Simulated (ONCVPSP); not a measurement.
## What one change does to a pseudopotential (manganese, ONCV)

| Quantity | Value |
| --- | --- |
| Element | manganese (Mn) |
| Generator | ONCVPSP 4.0.1 |
| Type | optimised norm-conserving Vanderbilt (ONCV) |
| Functional | PBEsol |
| Relativity | scalar-relativistic |
| Frozen core | [Ne] |
| Valence charge | 15 |
| Reference configuration | 3s2 3p6 3d5 4s2 |
| Partial waves | 3s+4s: rc 1.30 bohr, ncon 3, nbas 8, qcut 9 1/bohr, 2 projectors; 3p: rc 1.00 bohr, ncon 5, nbas 8, qcut 8 1/bohr, 2 projectors, debl 3.3 Ha; 3d: rc 1.00 bohr, ncon 5, nbas 9, qcut 18.5 1/bohr, local |
| Local potential | the d channel |
| Core correction | Teter function, fcfact 3.25, rcfact 1.15 |

Change: d: qcut 27.

Cutoffs: the cutoffs (Ha) at which the residual kinetic energy of the hardest occupied pseudo-wave falls to 1 and 0.1 mHa per electron; they do not see the model core or the augmentation charge, which bear on the density cutoff. Errors are all-electron minus pseudo energies relative to the spin-unpolarised reference configuration.

What does the change do?

The potential gets harder (107 Ha and 175 Ha → 221 Ha and 250 Ha); a bound ghost appears in s, which as a rule spoils a file; of the 4 tests that both files solve, the error grows in 0 and shrinks in 1 by more than 15 % and 0.3 meV (median size 0.3 → 0.2 meV); the range in which the s phases agree widens (upper end 3.5 → at the end of the scan). The waves are optimised to have the least kinetic energy above qcut, so the cutoff follows it (qcut²/2 in Ha).

```csv
quantity,base,changed
"cutoff, loose",107 Ha,221 Ha
"cutoff, tight",175 Ha,250 Ha
loose cutoff by channel,"s 28 Ha, p 72 Ha, d 107 Ha","s 28 Ha, p 72 Ha, d 221 Ha"
bound ghosts,none,s
GHOST(+) flags under 300 eV,s at 147.6 eV,none
"error for 3s2 3p6 3d5 4s1, meV [ΔE 8.43 eV]",-0.3,-0.3
"error for 3s2 3p6 3d5 4s0, meV [ΔE 23.94 eV]",0.0,0.0
"error for 3s2 3p6 3d4 4s0, meV [ΔE 56.43 eV]",-6.9,-0.9
"error for 3s2 3p6 3d5 4s0 4p1, meV [ΔE 13.19 eV]",-0.2,+0.1
s: phases at 1.32 bohr within 0.05 rad from the reference energy up to (Ha; the scan ends near 5),3.5,to the end of the scan
p: phases at 1.01 bohr within 0.05 rad from the reference energy up to (Ha; the scan ends near 5),to the end of the scan,to the end of the scan
d: phases at 1.01 bohr within 0.05 rad from the reference energy up to (Ha; the scan ends near 5),to the end of the scan,4.4
"rms error of d²Exc/dni dnj with the model core, mHa",1.25,1.07
```

 A true bound ghost makes a file unfit for plane-wave use even where its test errors are small: the radial tests pick states by their node count and pass the ghost by.
